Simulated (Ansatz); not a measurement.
phenacyltetrahydrothiophenium, `O=C(C[S+]1CCCC1)c1ccccc1`, relaxed as a singlet with RKS PBE-D4/def2-SVP in Ansatz, starting from the GFN2-xTB geometry. Force threshold 0.03 eV/Å.

Start:

```xyz
29

O     0.225    0.698    1.699
C    -0.548    0.300    0.842
C    -0.082    0.567   -0.586
S     1.433    1.544   -0.246
C     2.085    1.738   -1.949
C     2.945    0.517   -2.229
C     3.691    0.243   -0.928
C     2.649    0.244    0.179
C    -1.813   -0.357    1.097
C    -2.225   -0.493    2.431
C    -3.433   -1.089    2.729
C    -4.239   -1.567    1.705
C    -3.834   -1.449    0.381
C    -2.633   -0.845    0.071
H    -0.778    1.192   -1.144
H     0.149   -0.335   -1.150
H     1.262    1.874   -2.645
H     2.688    2.645   -1.933
H     2.329   -0.340   -2.505
H     3.633    0.714   -3.049
H     4.425    1.030   -0.754
H     4.216   -0.711   -0.954
H     2.115   -0.701    0.251
H     3.052    0.492    1.157
H    -1.581   -0.115    3.211
H    -3.749   -1.183    3.756
H    -5.185   -2.031    1.935
H    -4.462   -1.829   -0.410
H    -2.333   -0.755   -0.962
```

Question: Estimate the energy that the relaxation releases and the steps that it takes.

Answer: 24.6 kJ/mol, in 8 steps; 42 s on 4 threads of Arm Neoverse V1 on a shared host. No frequencies were taken in this run, so the end may be a saddle point.

Question: Does the start keep its bonding?

Answer: By distances, no bond broke or formed. The bond that changes most is S4–C8, from 1.83 to 1.86 Å (atoms count from 1).

Question: Predict the relaxed structure.

Answer: 
Cartesian coordinates in Å:
```
O 0.2412 0.6543 1.8265
C -0.5317 0.3165 0.9264
C -0.0737 0.6153 -0.5123
S 1.4549 1.6044 -0.3169
C 2.0746 1.6610 -2.0677
C 2.9656 0.4309 -2.2457
C 3.7415 0.2746 -0.9324
C 2.7261 0.3513 0.2096
C -1.8273 -0.3424 1.1425
C -2.2314 -0.5873 2.4777
C -3.4549 -1.2103 2.7330
C -4.2832 -1.5970 1.6631
C -3.8894 -1.3600 0.3342
C -2.6670 -0.7337 0.0716
H -0.7900 1.2520 -1.0712
H 0.1331 -0.2979 -1.1077
H 1.2044 1.7329 -2.7479
H 2.6431 2.6107 -2.1251
H 2.3491 -0.4702 -2.4499
H 3.6362 0.5666 -3.1176
H 4.4941 1.0840 -0.8324
H 4.2912 -0.6863 -0.8768
H 2.1742 -0.5932 0.3774
H 3.1192 0.7024 1.1816
H -1.5656 -0.2748 3.2954
H -3.7709 -1.3976 3.7698
H -5.2472 -2.0870 1.8667
H -4.5415 -1.6647 -0.4974
H -2.3745 -0.5543 -0.9745
```
Bond lengths: 11 × C–C 1.40 to 1.54 Å; 3 × C–S 1.83 to 1.86 Å; 1 × C–O 1.23 Å; 15 × C–H 1.10 to 1.11 Å.
